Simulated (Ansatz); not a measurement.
Geometry optimisation, Ansatz, RHF/def2-SVP.

Input file:

```yaml
crystal:
  periodic: [false, false, false]
  atoms:
    - { symbol: Ge, position_ang: [0.0, 0.0, 0.0] }
    - { symbol: O, position_ang: [0.0, 0.0, 2.12] }
    - { symbol: H, position_ang: [-0.9095, -0.2814, 2.4571] }
    - { symbol: H, position_ang: [1.4616, 0.0, -0.5162] }
    - { symbol: H, position_ang: [-0.73, 1.2648, -0.5162] }
    - { symbol: H, position_ang: [-0.73, -1.2648, -0.5162] }
    - { symbol: H, position_ang: [0.9656, -1.4663, 0.5833] }
    - { symbol: H, position_ang: [0.7487, -1.1369, 1.5265] }
basis:
  gaussian: { orbitals: def2-SVP }
hamiltonian:
  xc: hf
relax:
  f_tol: 0.15
  max_steps: 25
  restrain:
    - { distance: [0, 6], at: 2.75, k: 30.0 }
    - { distance: [7, 1], at: 2.21, k: 30.0 }
    - { distance: [0, 1], at: 1.77, k: 30.0 }
    - { distance: [7, 6], at: 0.66, k: 30.0 }
output:
  orbitals: {}
```

Run as:

```bash
$ ansatz run input.yaml --threads 1 --pin off --max-ram 2048MiB --backend cpu --events-out ev --progress --plain --runs-dir out
```

Problem. Where does it end, and by what steps?

Solution. The run converged. The restraints hold the end off the free minimum; the threshold counts their pulls, which the force column leaves out. Restrained pairs: Ge1–H7 (1.85 → 2.76 Å), O2–H8 (1.49 → 2.22 Å), Ge1–O2 (2.12 → 1.77 Å), H7–H8 (1.02 → 0.71 Å). After 14 steps the energy has fallen by 3.257 eV (the restraints' own energy left out); H7 moved furthest, 0.77 Å.

| step | energy less start (eV) | largest force component (eV/Å) | accepted |
| --- | --- | --- | --- |
| 0 | 0.0000 | 4.214 | yes |
| 1 | -1.3405 | 2.538 | yes |
| 2 | -2.0217 | 4.036 | yes |
| 3 | -2.7629 | 1.899 | yes |
| 4 | -3.1861 | 1.346 | yes |
| 5 | -3.1832 | 1.334 | yes |
| 6 | -3.2003 | 1.171 | yes |
| 7 | -3.2260 | 1.202 | yes |
| 8 | -3.2317 | 1.292 | yes |
| 9 | -3.2404 | 1.318 | yes |
| 10 | -3.2470 | 1.259 | yes |
| 11 | -3.2517 | 1.294 | yes |
| 12 | -3.2549 | 1.311 | yes |
| 13 | -3.1022 | 2.945 | no |
| 14 | -3.2566 | 1.226 | yes |

```xyz
8
Properties=species:S:1:pos:R:3
Ge -0.146 0.102 0.048
O -0.201 -0.040 1.813
H -0.901 0.422 2.248
H 1.306 0.324 -0.367
H -1.001 1.318 -0.350
H -0.723 -1.156 -0.604
H 1.376 -2.048 0.871
H 1.096 -1.807 1.479
```

Time of the run: 18 s on 1 thread of Arm Neoverse V1 (shared host), peak memory 0.14 GiB.
